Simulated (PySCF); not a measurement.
## Two-component Hartree-Fock for Lu⁶⁹⁺ (lutetium, charge +69)

Start: 1s2. Calculated with PySCF 2.14 in an uncontracted even-tempered set (15 s from 220 bohr⁻², ratio 2.4; 11 p from 290 bohr⁻², ratio 2.4; 3 d from 900 bohr⁻², ratio 2.6; 3 f from 1300 bohr⁻², ratio 2.6): generalised Hartree-Fock with the X2C-1e Hamiltonian and a Gaussian nucleus; one run each with spin-orbit coupling (SO) switched off, then screened by Boettger's factors, then bare.

| spinor shell | electrons | ε, spin-free (eV) | ε, screened SO (eV) | ε, bare SO (eV) | weight of nominal j (screened SO) | rms radius, screened SO (bohr) |
| --- | --- | --- | --- | --- | --- | --- |
| 1s1/2 | 2 | -72498.2 | -72498.2 | -72498.2 | 1.000 | 0.0218 |

```csv
quantity,spin-free,screened SO,bare SO
E (hartree),-5380.45609,-5380.45609,-5380.45609
M_J,0,0,0
⟨J²⟩,0.000,0.000,0.000
⟨L²⟩,0.000,0.000,0.000
⟨S²⟩,0.000,0.000,0.000
```

Breit and QED terms are absent; they matter most for the inner s and p1/2 levels.

Densities and radii are taken from the X2C orbitals without a picture-change correction, which distorts them close to the nucleus.

Without spin-orbit coupling the j labels of p, d and f shells carry no meaning; the spin-free column gives the mean over the occupied spinors of each nl shell.
